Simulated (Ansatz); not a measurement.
Isolated molecules relaxed with PBE0-D4/def2-TZVP in Ansatz; ΔE leaves out vibrations. CCSD(T)/CBS is the MP2 limit (def2-TZVPP, def2-QZVPP) plus CCSD(T) − MP2 in def2-TZVPP, frozen cores. This one scheme is used for every species. Functionals use def2-TZVPP. One conformer a species, not always the lowest.

Reaction (cleavage of the Al–Si bond): `CB[SiH2][AlH2]` + H–F → `[F][AlH2]` + `CB[SiH3]`

`CB[SiH2][AlH2]`:

```xyz
12

C     1.155    0.853    1.416
B    -0.280    0.732    0.828
Si   -0.997   -0.938    0.013
Al   -0.344   -0.668   -2.346
H     1.648    1.796    1.161
H     1.828    0.017    1.220
H     1.009    0.897    2.508
H    -0.976    1.712    0.810
H    -0.339   -2.180    0.519
H    -2.477   -1.095    0.099
H    -1.376   -0.150   -3.438
H     1.151   -0.975   -2.790
```

H–F:

```xyz
2

F     0.001   -0.261    0.379
H    -0.001    0.261   -0.379
```

`[F][AlH2]`:

Z-matrix (Å, degrees):
```
Al
F 1 1.650
H 1 1.576 2 117.0
H 1 1.576 2 117.0 3 -179.9
```

`CB[SiH3]`:

```xyz
10

C     0.178   -0.429    1.510
B     0.109   -0.689   -0.017
Si   -0.271    0.733   -1.398
H     1.258   -0.267    1.681
H    -0.087   -1.286    2.134
H    -0.322    0.472    1.867
H     0.333   -1.798   -0.422
H     0.729    0.708   -2.504
H    -0.321    2.117   -0.847
H    -1.605    0.440   -2.005
```

| level | ΔE (kcal/mol) |
| --- | --- |
| PBE-D4 | -35.3 |
| r2SCAN0 | -40.7 |
| RPA@PBE/def2-TZVPP | -41.2 |
| CCSD/def2-TZVPP | -42.1 |

Problem. What does CCSD(T)/CBS give? (Best estimate.)

Solution. Ansatz gave: -40.9 kcal/mol. The listed levels differ from it by 5.6, 0.2, -0.3, -1.2 kcal/mol.

Largest T1 diagnostic among the species: 0.014.

From PBE to PBE0 (25 % exact exchange), in def2-TZVPP and without D4, ΔE moves by −1.1 kcal/mol. Leaving LDA and LC-ωPBE aside and taking each functional with its dispersion term where it has one, the values, not all of them listed here, spread over 9.4 kcal/mol, from CAM-B3LYP-D4 to revPBE-D4. LDA lies +1.1 kcal/mol from PBE without D4.
